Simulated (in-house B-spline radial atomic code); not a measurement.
## V⁺: [Ar] 3d4

Level of theory: non-relativistic Hartree-Fock with fractional occupations, spin-polarised, spherical fractional occupations, point nucleus; calculated with a B-spline radial code for spherical atoms.

Screening seen three ways: the hydrogenic charge with the same mean radius, Z_r = [3n² - l(l+1)]/(2<r>), the one with the same energy, Z_e = n√(-2ε), and Slater's rules. Values are occupation-weighted means over spin.

```tsv
shell	electrons	ε (eV)	<r> (bohr)	Z_r	Z_e	Slater
1s	2	-5486.9	0.067	22.39	20.08	22.70
2s	2	-652.69	0.3087	19.43	13.85	18.85
2p	6	-548.01	0.274	18.25	12.69	18.85
3s	2	-89.612	0.9631	14.02	7.70	11.75
3p	6	-58.397	1.035	12.08	6.22	11.75
3d	4	-13.297	1.512	6.94	2.97	3.95
```

The least bound orbital is 3d up at -13.3 eV, and it is also the most diffuse (<r> = 1.512 bohr).

The density falls to 0.001 bohr⁻³ at 3.591 bohr; Σ<r²> = 22.601 bohr² gives, by the non-relativistic formula and without the paramagnetism of open shells, a Langevin diamagnetic susceptibility of -17.9×10⁻⁶ cm³/mol.

Caution: exact exchange at fractional occupations of open shells leaves self-interaction of up to several eV.
